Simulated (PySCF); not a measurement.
C₄H₆O₃S.
Geometry (GFN2-xTB, Å), atoms numbered from 1 in this order:
```xyz
14
C4H6O3S angstrom
C     -2.371   -0.400    0.783
O     -1.169    0.334    0.649
C     -0.452    0.158   -0.444
S     -0.873   -0.806   -1.687
C      0.843    0.924   -0.418
C      1.902    0.037    0.225
O      1.883   -0.346    1.360
O      2.858   -0.278   -0.645
H     -2.801   -0.109    1.738
H     -2.165   -1.473    0.768
H     -3.055   -0.165   -0.036
H      0.721    1.816    0.197
H      1.159    1.172   -1.429
H      3.518   -0.866   -0.243
```

A PySCF run (density fitting, gas phase, GFN2-xTB geometry) gave HOMO -6.12 eV, LUMO -3.34 eV, dipole 0.82 D and E = -774.783 Eh.

Task: Which of these levels was it?
A. PBE0/def2-SVPD
B. PBE0/pcSseg-1
C. revPBE/MINI

Result: C. It is revPBE/MINI. All candidates on this geometry:

```json
{"level and settings": "revPBE/MINI, level shift 0.3 Eh, energy threshold 1e-06 Eh", "kind": "GGA", "basis functions": "50", "SCF cycles": "11", "E (Eh)": "-774.7825", "HOMO (eV)": "-6.12", "LUMO (eV)": "-3.34", "dipole (D)": "0.82"}
{"level and settings": "PBE0/def2-SVPD", "kind": "global hybrid", "basis functions": "224", "SCF cycles": "14", "E (Eh)": "-778.9698", "HOMO (eV)": "-6.79", "LUMO (eV)": "-1.71", "dipole (D)": "1.04"}
{"level and settings": "PBE0/pcSseg-1", "kind": "global hybrid", "basis functions": "173", "SCF cycles": "14", "E (Eh)": "-779.2882", "HOMO (eV)": "-6.72", "LUMO (eV)": "-1.57", "dipole (D)": "1.00"}
```

The nearest other candidate, by the summed differences of HOMO and LUMO, is PBE0/def2-SVPD: its HOMO differs by -0.67 eV and its LUMO by +1.63 eV. Cycle counts include a coarse-grid stage where the run had one.
